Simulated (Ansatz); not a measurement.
Consider the formal hydrolysis of a Ge–N bond: `[NH2][Ge][O][SiH3]` + H₂O → `[OH][Ge][O][SiH3]` + NH₃.

Computed with Ansatz on PBE0-D4/def2-TZVP structures; ΔE is electronic, products minus reactants. CBS: MP2 limit from def2 TZ/QZ plus the TZ coupled-cluster correction, frozen cores. This one scheme is used for every species. Functionals use def2-TZVPP. For Ge outer-core shells are correlated without core-valence functions, which leaves a few kJ/mol of doubt a bond. Scalar relativity is left out up to krypton. Each species was taken in one conformer, which may not be the lowest.

```
             level  ΔE (kJ/mol)  difference from CCSD(T)/CBS
            PBE-D4        -28.3                         -4.5
         r2SCAN-D4        -28.4                         -4.6
            B97M-V        -33.4                         -9.6
      CAM-B3LYP-D4        -29.8                         -6.0
           ωB97X-V        -29.9                         -6.1
           ωB97M-V        -29.3                         -5.5
            revPBE        -31.5                         -7.7
              BLYP        -34.9                        -11.1
            r2SCAN        -28.8                         -5.0
              PBE0        -26.6                         -2.8
         CAM-B3LYP        -31.3                         -7.5
       HF/def2-SVP        -27.0                         -3.2
      MP2/def2-SVP        -27.8                         -4.0
SCS-MP2/def2-QZVPP        -26.1                         -2.3
     MP2/CBS(def2)        -23.1                          0.7
    CCSD/CBS(def2)        -23.6                          0.2
       CCSD(T)/CBS        -23.8                            0
```

Largest T1 diagnostic among the species: 0.015.

From PBE to PBE0 (25 % exact exchange), in def2-TZVPP and without D4, ΔE moves by +3.4 kJ/mol. In def2-TZVPP, CCSD(T) changes the Hartree–Fock value by +3.2 kJ/mol (the triples alone add −0.2 kJ/mol) and MP2 by +4.0 kJ/mol. Leaving LDA and LC-ωPBE aside and taking each functional with its dispersion term where it has one, the values, not all of them listed here, spread over 8.3 kJ/mol, from B97M-V to HSE06-D4. LDA lies +5.7 kJ/mol from PBE without D4.
